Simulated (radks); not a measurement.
Results of a calculation; reference values are marked as such.
Q: Successive ionisation energies (eV) of one element, from differences of total energies of ions in their ground configurations, starting at charge 0: 10.492, 19.819, 30.046, 51.197, 65.355, 220.58, 263.80, 308.36, 373.11, 425.37, 478.57, 557.04, 611.75, 2811.3, 3062.7. Level of theory: scalar-relativistic Kohn-Sham, PBEsol, spin-polarised, spherical densities, finite nucleus; open shells are filled with parallel spins first; Fermi nuclear charge, rms radius 3.1889 fm (a radial shooting solver on a logarithmic mesh with Libxc functionals). Which element is it?

A: Phosphorus (Z = 15). The first species listed is P in [Ne] 3s2 3p3, the last P14+ in 1s1.
